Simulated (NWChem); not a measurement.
# CH3Cl2Sc; SMILES [CH3][Sc]([Cl])[Cl]

```xyz
7

Sc     0.3878    -0.0008     0.0174
Cl    -0.6052    -2.0574    -0.0130
Cl    -0.6113     2.0524    -0.0119
C      2.5220     0.0088     0.0163
H      2.9280     0.8444     0.6146
H      2.8941     0.1421    -1.0181
H      2.9433    -0.9378     0.3986
```
Atoms are numbered in this order, from 1.

Level: PBE0/def2-SVP (NWChem), optimised geometry, unscaled harmonic frequencies. 

### Question
List the harmonic frequencies with IR intensities, and the thermochemistry.

### Answer
```
frequency (cm⁻¹)  IR intensity (km/mol)
----------------  ---------------------
9                                   0.2
49                                 47.3
93                                  5.3
118                                 0.1
371                                21.5
378                                40.6
419                                24.7
531                               139.0
534                               156.2
1139                               14.1
1387                                6.3
1390                                5.1
3014                                0.5
3111                                4.7
3135                                4.6
```

```json
{
  "zero_point_energy": "22.4 kcal/mol",
  "thermal correction to the enthalpy at 298.15 K (with zero-point energy)": "27.7 kcal/mol",
  "heat capacity Cv": "21.1 cal/(mol K)",
  "entropy at 298.15 K and 1 atm (symmetry number 1)": "92.6 cal/(mol K)",
  "dipole_moment": "1.37 D"
}
```

Rigid rotor and harmonic oscillator; modes under 100 cm⁻¹ make the entropy uncertain.
